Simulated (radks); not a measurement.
Values are calculated unless marked as measured or tabulated.
The praseodymium ion Pr3+, 56 electrons, occupied as [Kr] 4d10 4f2 5s2 5p5.75 5f0.25 (fractional occupations, a model configuration).

Code: a radial shooting solver on a logarithmic mesh with Libxc functionals. Model: Dirac Kohn-Sham, exchange-only PBE, spin-unpolarised, spherical densities, finite nucleus; open shells are shared between the two j in proportion to 2j + 1; Fermi nuclear charge, rms radius 4.8919 fm.

Energy parts (eV):
part                  energy
total             -251358.95
kinetic            270428.09
electron-nucleus  -611728.94
Hartree             95723.19
exchange            -5781.29

Orbitals (lengths in bohr, moments of r in powers of bohr):
orbital,occ.,eigenvalue (eV),<r^4>,<r^2>
1s1/2,2,-41806.46,1.646e-06,0.0007896
2s1/2,2,-6748.981,0.0002691,0.01247
2p1/2,2,-6380.506,0.0001688,0.009131
2p3/2,4,-5898.261,0.0002122,0.01039
3s1/2,2,-1480.874,0.01087,0.08469
3p1/2,2,-1324.113,0.01007,0.07964
3p3/2,4,-1228.596,0.01197,0.08708
3d3/2,4,-954.9363,0.009073,0.07096
3d5/2,6,-934.3520,0.009573,0.07307
4s1/2,2,-319.0832,0.2763,0.4358
4p1/2,2,-260.3490,0.3222,0.4642
4p3/2,4,-239.6535,0.3812,0.5049
4d3/2,4,-143.1087,0.5789,0.5968
4d5/2,6,-139.4549,0.6109,0.6130
5s1/2,2,-65.8703,8.431,2.408
5p1/2,1.91667,-49.4726,13.30,2.982
5p3/2,3.83333,-46.3115,15.90,3.260
4f5/2,0.857143,-30.4632,4.159,1.296
4f7/2,1.14286,-30.0612,4.330,1.321
5f5/2,0.107143,-10.1077,966.9,25.24
5f7/2,0.142857,-10.0896,976.4,25.38

The highest occupied level is 5f7/2 at -10.090 eV. Summed over all electrons, <r^2> = 43.35 bohr^2, which gives a Langevin (diamagnetic) susceptibility term of -34.3 x 10^-6 cm^3/mol.
